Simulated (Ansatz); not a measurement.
Calculation: r2SCAN-D4/def2-SVP (Ansatz, a program for electronic structure). No frequencies were computed at this level.

Ansatz 0.2 input:
```yaml
crystal:
  periodic: [false, false, false]
  atoms:
    - { symbol: Zr, position_ang: [0.048183, -0.086982, -0.021284] }
    - { symbol: F, position_ang: [0.811673, 0.21688, -1.66606] }
    - { symbol: F, position_ang: [-1.290051, -1.34778, -0.029217] }
    - { symbol: F, position_ang: [1.256989, -0.274772, 1.351327] }
    - { symbol: Br, position_ang: [-1.116325, 2.015388, 0.493138] }
basis:
  gaussian: { orbitals: def2-svp }
hamiltonian:
  xc: r2scan
  dispersion: d4
relax:
  max_steps: 150
```

Output:

```
Functional definition: r2SCAN
1067 factors; their error is unknown
mean field evaluation 1: about -79463.5196 eV, gradient 5.8e1 eV
mean field evaluation 2: about -79428.0279 eV, gradient 1.6e2 eV
mean field evaluation 4: about -79468.5099 eV, gradient 6.4e0 eV
mean field evaluation 8: about -79468.5592 eV, gradient 9.2e-2 eV
mean field evaluation 16: about -79468.5592 eV, gradient 6.4e-5 eV
mean field -79468.55924494 eV, -2920.4156865275 hartree, gradient 6.4e-5 eV, S^2 0.000000; 0 other end points of the search recorded, 0 dependent functions left out
reference -79468.55927380 eV, -2920.4156875879 hartree; 37, 37 occupied and 68, 68 virtual orbitals, 1067 factors
relax step   1: F+E_penalty+E_count = -79468.58670206 eV  Δ(F+E_penalty+E_count) = +0.000e0 eV  max|allowed force component| = 1.911e0 eV/Å  Δτ_max = 0.0000 Å  (28 SCF iters, accepted)
these checks for a lower state are left out or cut short: starts, cluster_reference, orbital_swaps, neighbouring_geometries, increment
1067 factors; their error is unknown
mean field -79468.81811176 eV, -2920.4251997078 hartree, gradient 9.7e-6 eV, S^2 0.000000; 0 other end points of the search recorded, 0 dependent functions left out
reference -79468.81814061 eV, -2920.4252007678 hartree; 37, 37 occupied and 68, 68 virtual orbitals, 1067 factors
relax step   2: F+E_penalty+E_count = -79468.84464711 eV  Δ(F+E_penalty+E_count) = -2.579e-1 eV  max|allowed force component| = 4.017e-1 eV/Å  Δτ_max = 0.1995 Å  (35 SCF iters, accepted)
these checks for a lower state are left out or cut short: starts, cluster_reference, orbital_swaps, neighbouring_geometries, increment
1067 factors; their error is unknown
mean field evaluation 32: about -79468.8356 eV, gradient 9.3e-6 eV
mean field -79468.83555240 eV, -2920.4258406393 hartree, gradient 9.3e-6 eV, S^2 0.000000; 0 other end points of the search recorded, 0 dependent functions left out
reference -79468.83558130 eV, -2920.4258417014 hartree; 37, 37 occupied and 68, 68 virtual orbitals, 1067 factors
relax step   3: F+E_penalty+E_count = -79468.86228509 eV  Δ(F+E_penalty+E_count) = -1.764e-2 eV  max|allowed force component| = 5.078e-2 eV/Å  Δτ_max = 0.0433 Å  (31 SCF iters, accepted)
these checks for a lower state are left out or cut short: starts, cluster_reference, orbital_swaps, neighbouring_geometries, increment
1067 factors; their error is unknown
mean field -79468.83566257 eV, -2920.4258446880 hartree, gradient 8.6e-6 eV, S^2 0.000000; 0 other end points of the search recorded, 0 dependent functions left out
reference -79468.83569145 eV, -2920.4258457495 hartree; 37, 37 occupied and 68, 68 virtual orbitals, 1067 factors
relax step   4: F+E_penalty+E_count = -79468.86239346 eV  Δ(F+E_penalty+E_count) = -1.084e-4 eV  max|allowed force component| = 6.076e-3 eV/Å  Δτ_max = 0.0026 Å  (33 SCF iters, accepted)
1067 factors; their error is unknown
mean field -79468.83566257 eV, -2920.4258446880 hartree, gradient 8.6e-6 eV, S^2 0.000000; 1 other end points of the search recorded, 0 dependent functions left out
reference -79468.83569145 eV, -2920.4258457495 hartree; 37, 37 occupied and 68, 68 virtual orbitals, 1067 factors
Total energy: -79468.86242235 eV, -2920.4268280916 hartree
Atom 0 at    -0.006278     0.011234     0.002757 Å, force     0.002984    -0.004964    -0.001249 eV/Å
Atom 1 at     0.853119     0.136773    -1.680365 Å, force    -0.002538    -0.001744     0.006076 eV/Å
Atom 2 at    -1.241966    -1.423206    -0.048603 Å, force     0.005223     0.004026    -0.000115 eV/Å
Atom 3 at     1.297066    -0.353367     1.327742 Å, force    -0.004223     0.000117    -0.005343 eV/Å
Atom 4 at    -1.191471     2.151299     0.526374 Å, force    -0.001445     0.002566     0.000631 eV/Å
Dipole moment:     0.016974    -0.030814    -0.007526 e Å
```

Cost: around 50 core-seconds (rough).
